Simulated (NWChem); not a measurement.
A series in which one site is exchanged, each optimised at PBE0/def2-SVP with NWChem, gas phase unless a solvent is named. For some, no frequency run checked for a minimum. def2 effective core potentials on In; no spin-orbit coupling.

A: [Cl][InH][Cl] (InHCl$_{2}$; site = Cl)
B: [Cl][InH2] (InH₂Cl; site = H)
C: [F][InH][Cl] (InHClF; site = F)
D: [Cl][InH][Br] (InHBrCl; site = Br)

Values for A:

```
Property                                              Result
----------------------------------------------------  ------
dipole (D), PBE0/def2-SVP                               2.59
orbital gap (eV), PBE0/def2-SVP                         6.86
vertical ionisation energy, ΔSCF, PBE0/def2-SVP (eV)   11.00
static polarisability, PBE0/def2-SVPD (bohr³)           63.9
lowest singlet excitation, PBE0/def2-SVPD, TDA (eV)     5.59
```

How do these values change for the other members?


| change from A | B | C | D |
|---|---|---|---|
| dipole (D), PBE0/def2-SVP | +0.21 | +0.41 | -0.18 |
| orbital gap (eV), PBE0/def2-SVP | -0.75 | +0.24 | -0.45 |
| vertical ionisation energy, ΔSCF, PBE0/def2-SVP (eV) | -0.62 | +0.38 | -0.39 |
| static polarisability, PBE0/def2-SVPD (bohr³) | -11.7 | -15.9 | +9.0 |
| lowest singlet excitation, PBE0/def2-SVPD, TDA (eV) | -0.70 | +0.16 | -0.46 |
